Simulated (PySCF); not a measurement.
C6H14Si2: core ionisation energies

C₆H₁₄Si₂.
Z-matrix (Å and degrees, PBE0-D3(BJ)/def2-SVP geometry), rows numbered from 1:
```
C 
C   1  1.5363
Si  2  1.9086  1  108.62
Si  3  2.3487  2   93.19  1   -27.92
C   4  1.8706  3  115.11  2  -115.44
C   5  1.5096  4  121.23  3   -37.95
C   6  1.4923  5   60.42  4   108.33
C   1  1.5362  2  112.02  3    52.83
H   1  1.1039  2  110.24  3   176.14
H   1  1.1054  2  109.16  3   -68.26
H   2  1.1014  1  111.61  3   124.38
H   2  1.1046  1  109.74  3  -117.58
H   3  1.4979  2  112.56  1  -149.14
H   3  1.4976  2  111.40  1    89.45
H   4  1.4991  3  113.37  2   115.93
H   5  1.0967  4  115.17  3   175.94
H   6  1.0934  5  117.73  7   108.46
H   6  1.0948  5  118.32  7  -108.02
H   7  1.0934  5  117.88  6  -108.53
H   7  1.0955  5  118.39  6   107.90
H   8  1.1017  1  111.29  2  -176.05
H   8  1.1049  1  109.77  2    66.12
```

Computed with PySCF, delta-SCF UKS SCAN, pcX-2 on the ionised atom, pcseg-1 elsewhere, spin-free X2C. These are vertical core ionisation energies against the vacuum level, from separate self-consistent calculations with and without the core hole.

Task: List the computed XPS lines with their assignment.

Result: 
```json
{"atom(s)": "Si4", "bonded to": "2 C, H and Si", "level": "Si 2p3/2", "binding energy (eV)": "105.63", "2p1/2 (eV)": "106.25", "above the level's lowest (eV)": "0.00", "count": "1"}
{"atom(s)": "Si3", "bonded to": "C, 2 H and Si", "level": "Si 2p3/2", "binding energy (eV)": "105.83", "2p1/2 (eV)": "106.45", "above the level's lowest (eV)": "+0.20", "count": "1"}
{"atom(s)": "C8", "bonded to": "C, 2 H and Si", "level": "C 1s", "binding energy (eV)": "289.71", "2p1/2 (eV)": "–", "above the level's lowest (eV)": "0.00", "count": "1"}
{"atom(s)": "C2", "bonded to": "C, 2 H and Si", "level": "C 1s", "binding energy (eV)": "289.85", "2p1/2 (eV)": "–", "above the level's lowest (eV)": "+0.14", "count": "1"}
{"atom(s)": "C5", "bonded to": "2 C, H and Si", "level": "C 1s", "binding energy (eV)": "289.96", "2p1/2 (eV)": "–", "above the level's lowest (eV)": "+0.25", "count": "1"}
{"atom(s)": "C1", "bonded to": "2 C and 2 H", "level": "C 1s", "binding energy (eV)": "290.45", "2p1/2 (eV)": "–", "above the level's lowest (eV)": "+0.74", "count": "1"}
{"atom(s)": "C6", "bonded to": "2 C and 2 H", "level": "C 1s", "binding energy (eV)": "290.48", "2p1/2 (eV)": "–", "above the level's lowest (eV)": "+0.77", "count": "1"}
{"atom(s)": "C7", "bonded to": "2 C and 2 H", "level": "C 1s", "binding energy (eV)": "290.50", "2p1/2 (eV)": "–", "above the level's lowest (eV)": "+0.79", "count": "1"}
{"atom(s)": "Si4", "bonded to": "2 C, H and Si", "level": "Si 1s", "binding energy (eV)": "1845.37", "2p1/2 (eV)": "–", "above the level's lowest (eV)": "0.00", "count": "1"}
{"atom(s)": "Si3", "bonded to": "C, 2 H and Si", "level": "Si 1s", "binding energy (eV)": "1845.51", "2p1/2 (eV)": "–", "above the level's lowest (eV)": "+0.14", "count": "1"}
```

The listed C 1s values span 0.79 eV, from C8 (bonded to C, 2 H and Si) to C7 (bonded to 2 C and 2 H). The widest gap between neighbouring values is 0.49 eV, between 289.96 and 290.45 eV. The values 290.45, 290.48 and 290.50 eV lie too close for their order to be trusted.

The 2 Si 1s values lie within 0.14 eV of each other; Gaussian lines of 0.5 eV full width would blend them into one maximum.

The 2 Si 2p3/2 values lie within 0.20 eV of each other.

Task: Which photon energy gives electrons from Si 1s of Si3 a kinetic energy of 150 eV, and what is their de Broglie wavelength?

Result: hν = 1845.51 + 150 = 1995.51 eV, recoil neglected; λ = 12.264 Å/√(E/eV) = 1.00 Å.

Task: Which effective nuclear charge Zeff reproduces each element's mean 1s value in the hydrogen-like formula E = 13.606 eV × Zeff²?

Result: C (Z = 6): mean 290.2 eV, Zeff = 4.62, Z − Zeff = 1.38; Si (Z = 14): mean 1845.4 eV, Zeff = 11.65, Z − Zeff = 2.35. Means run over the listed sites, weighted by atom count.

The 2p values add to the ΔSCF energy of one spin-free hole a correction within the shell (spin–orbit coupling, ligand field). 2p1/2 minus 2p3/2 (ligand field included): Si 0.62 eV. Isolated species at its PBE0-D3(BJ)/def2-SVP geometry (one conformer only).
